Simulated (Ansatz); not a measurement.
Relaxation of BrClH3InO2 (8 atoms, charge 0, multiplicity 1), to a largest force component of 0.03 eV/Å in at most 50 steps.

All numbers below come from RHF/def2-SVP in Ansatz.

```xyz
8
Properties=species:S:1:pos:R:3:forces:R:3
In 0.026 0.585 -0.463 0.02 0.88 0.59
Cl -0.028 0.053 3.132 0.06 1.38 -0.44
O 1.756 -0.229 -0.904 0.00 -0.03 -0.02
H 1.788 -1.056 -1.361 0.00 0.02 0.02
O -1.768 -0.093 -0.890 -0.01 -0.11 0.02
H -1.937 -1.023 -0.929 0.03 0.11 -0.01
Br 0.131 2.934 0.617 -0.04 -0.84 -0.50
H 0.027 1.349 2.867 -0.06 -1.41 0.36
```

Q: Where does it end, and by what steps?

A: The forces met the threshold. After 9 steps the energy has fallen by 0.193 eV; Cl2 moved furthest, 0.50 Å.

| step | energy less start (eV) | largest force component (eV/Å) | accepted |
| --- | --- | --- | --- |
| 0 | 0.0000 | 1.410 | yes |
| 1 | -0.0823 | 1.269 | yes |
| 2 | -0.1410 | 1.402 | yes |
| 3 | -0.1304 | 1.460 | no |
| 4 | -0.1624 | 1.206 | yes |
| 5 | -0.1905 | 0.140 | yes |
| 6 | -0.1921 | 0.044 | yes |
| 7 | -0.1924 | 0.053 | yes |
| 8 | -0.1921 | 0.113 | no |
| 9 | -0.1929 | 0.003 | yes |

```xyz
8
Properties=species:S:1:pos:R:3
In 0.004 0.664 -0.301
Cl 0.050 -0.038 2.651
O 1.707 -0.211 -0.775
H 1.712 -1.079 -1.145
O -1.774 -0.091 -0.697
H -1.860 -0.981 -1.000
Br 0.095 3.059 0.366
H 0.059 1.198 2.971
```

Whether the end is a true minimum wasn't checked by a vibrational analysis.

Run time: 36 s on 2 threads of Arm Neoverse V1, with other jobs on the host, peak memory 0.31 GiB.
